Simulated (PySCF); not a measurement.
**Xe¹⁷⁺: fine-structure interval**

Xe¹⁷⁺ [Kr] 4d1 [4d3/2^1, M_J = 3/2] → Xe¹⁷⁺ [Kr] 4d1 [4d5/2^1, M_J = 5/2], as a difference of total energies. Calculation: PySCF 2.14, in an uncontracted even-tempered set (18 s from 0.94 bohr⁻², ratio 2.8; 14 p from 1.2 bohr⁻², ratio 2.8; 9 d from 1.2 bohr⁻², ratio 2.8; 4 f from 4.3 bohr⁻², ratio 3); the two-component X2C-1e Hamiltonian. Correlated levels: [Ar] 3d10 frozen; the 94 highest virtual spinors dropped. "Screened" scales the spin-orbit matrix elements by Boettger's factors to mimic the two-electron term; Breit and QED terms are absent.

```
                    method  fine-structure interval (cm⁻¹)
 GHF (screened spin-orbit)                           23968
GMP2 (screened spin-orbit)                           23834
     GHF (bare spin-orbit)                           29418
```
